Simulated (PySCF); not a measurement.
Structure with atom numbers: `[CH2:1]=[C:2]([CH2:3][F:4])[O:5][SiH3:6]`; H(Xn) means a hydrogen on atom n. Ha(C1) is cis to C3; Hb(C1) is trans to C3.

Geometry: PBE0-D3(BJ)/def2-SVP; GIAO shifts from PySCF, gas phase, non-relativistic, averaged over equivalent atoms.

At BHandHLYP/pcSseg-1 (144 basis functions, 12 s wall time on 1 thread of an Arm Neoverse V2, shared host):
```json
{"atoms": "C2", "δ (ppm)": "166.8"}
{"atoms": "C1", "δ (ppm)": "89.6"}
{"atoms": "C3", "δ (ppm)": "80.3"}
{"atoms": "F4", "δ (ppm)": "-235.7"}
{"atoms": "O5", "δ (ppm)": "86.0"}
{"atoms": "Si6", "δ (ppm)": "-38.5"}
{"atoms": "Ha(C1)", "δ (ppm)": "4.77"}
{"atoms": "H(Si6)", "δ (ppm)": "4.65"}
{"atoms": "H(C3)", "δ (ppm)": "4.59"}
{"atoms": "Hb(C1)", "δ (ppm)": "4.39"}
```

References, each an isolated molecule treated in the same way: $^{13}$C (σ = 183.98 ppm) and $^{29}$Si (σ = 358.43 ppm) and $^{1}$H (σ = 31.44 ppm) against TMS; $^{19}$F (σ = 204.31 ppm) against CFCl3; $^{17}$O (σ = 334.77 ppm) against H2O.

Problem. Estimate the result of repeating the calculation with mPW1PW91/pcSseg-1.

Solution. 
```
 atoms  δ at mPW1PW91/pcSseg-1  change
    C2                   165.2    -1.6
    C1                    88.3    -1.3
    C3                    82.3    +2.0
    F4                  -252.6   -16.9
    O5                    95.0    +9.0
   Si6                   -34.3    +4.2
Ha(C1)                    4.76   -0.01
H(Si6)                    4.86   +0.21
 H(C3)                    4.65   +0.06
Hb(C1)                    4.40   +0.01
```

Scale: $^{13}$C (σref 183.54) and $^{29}$Si (σref 350.83) and $^{1}$H (σref 31.32) vs TMS; $^{19}$F (σref 177.88) vs CFCl3; $^{17}$O (σref 333.30) vs H2O (reference shieldings calculated alike).

The largest change is at F4 (fluorine on an sp3 carbon). Cost: 144 basis functions, 13 s wall time on 1 thread of an Arm Neoverse V2, shared host. The order of the carbon signals is the same at both levels.

Unscaled 19F shifts against computed CFCl3 carry errors that often reach 10 to 50 ppm. Experimental scales use liquid or dissolved standards, which lie at an offset from isolated H2O (liquid H2O: subtract about 36 ppm).
